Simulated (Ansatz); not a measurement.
Mulliken charges of F$_{2}$H$_{2}$HfOSe (`[OH][Hf]([F])([F])[SeH]`) from ωB97M-V/def2-TZVPP in Ansatz (PBE0-D4/def2-TZVP geometry).

```tsv
atom	x (Å)	y (Å)	z (Å)	charge (e)
O1	-0.491	0.503	1.353	-0.399
Hf2	0.188	-0.628	-0.011	1.075
F3	1.911	-1.297	0.435	-0.333
F4	-0.932	-2.140	-0.281	-0.333
Se5	0.329	0.756	-2.201	-0.276
H6	-0.808	0.898	2.159	0.177
H7	-0.197	1.909	-1.452	0.089
```

Question: By hand: the dipole of these point charges (1 e Å = 4.8032 D).

Answer: Σ q r = (-0.179, 0.389, 0.257) e Å, of length 0.499 e Å = 2.40 D.

Question: How does the dipole of the full density compare? (Estimate.)

Answer: Computed: (-0.229, 0.327, 0.531) e Å, 3.19 D; the point charges give 0.75 times that, at 23° from its direction.

Point charges leave out the atoms' own dipoles, such as those of lone pairs, and Mulliken's split depends on the basis, so the two needn't agree.
